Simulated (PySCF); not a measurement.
SMILES C[Si](C)(C)/C=[CH]\[GeH3], GFN2-xTB optimised geometry.

```
21

C      1.64    -0.21     0.00
Si    -0.27    -0.21     0.00
C     -0.95     1.57     0.00
C     -0.89    -1.12     1.56
C     -0.92    -1.17    -1.50
C     -0.86    -0.80    -2.77
Ge    -0.12     0.83    -3.53
H      2.03    -1.22     0.10
H      2.04     0.20    -0.92
H      2.04     0.38     0.82
H     -0.65     2.10    -0.90
H     -0.59     2.13     0.86
H     -2.04     1.57     0.04
H     -1.98    -1.16     1.59
H     -0.56    -0.62     2.46
H     -0.53    -2.14     1.59
H     -1.39    -2.13    -1.28
H     -1.28    -1.46    -3.53
H      0.40     0.52    -4.90
H      1.00     1.45    -2.76
H     -1.17     1.88    -3.71
```

Density from PySCF with PBE0/def2-SVP at that geometry.

Minimum of the electron density along straight lines between bonded atoms, close to the bond critical point (lines longer than 1.1 times the sum of covalent radii, or with two minima, are not listed):

| bond | length / Å | ρ at the minimum / e bohr⁻³ | ∇²ρ there / e bohr⁻⁵ | position (fraction from the first atom) |
|---|---|---|---|---|
| C1–Si2 | 1.910 | 0.109 | 0.31 | 0.62 |
| Si2–C3 | 1.908 | 0.109 | 0.31 | 0.38 |
| Si2–C4 | 1.908 | 0.110 | 0.31 | 0.38 |
| Si2–C5 | 1.896 | 0.111 | 0.33 | 0.38 |
| C5–C6 | 1.330 | 0.337 | [?] | 0.50 |
| C6–Ge7 | 1.943 | 0.131 | [?] | 0.53 |
| C1–H8 | 1.086 | 0.271 | -0.97 | 0.62 |
| C1–H9 | 1.086 | 0.272 | -0.97 | 0.62 |
| C1–H10 | 1.086 | 0.271 | -0.96 | 0.62 |
| C3–H11 | 1.087 | 0.271 | -0.96 | 0.62 |
| C3–H12 | 1.086 | 0.271 | -0.96 | 0.62 |
| C3–H13 | 1.086 | 0.271 | -0.97 | 0.62 |
| C4–H14 | 1.086 | 0.271 | -0.96 | 0.62 |
| C4–H15 | 1.085 | 0.272 | -0.97 | 0.62 |
| C4–H16 | 1.086 | 0.271 | -0.96 | 0.62 |
| C5–H17 | 1.087 | 0.276 | -1.01 | 0.63 |
| C6–H18 | 1.088 | 0.276 | -1.02 | 0.63 |
| Ge7–H19 | 1.499 | 0.141 | 0.08 | 0.59 |
| Ge7–H20 | 1.493 | 0.142 | [?] | 0.59 |
| Ge7–H21 | 1.498 | 0.141 | 0.08 | 0.59 |

Q: Some entries are withheld; supply them.

A: 
- C5–C6, ∇²ρ there / e bohr⁻⁵: -0.88
- C6–Ge7, ∇²ρ there / e bohr⁻⁵: 0.06
- Ge7–H20, ∇²ρ there / e bohr⁻⁵: 0.09
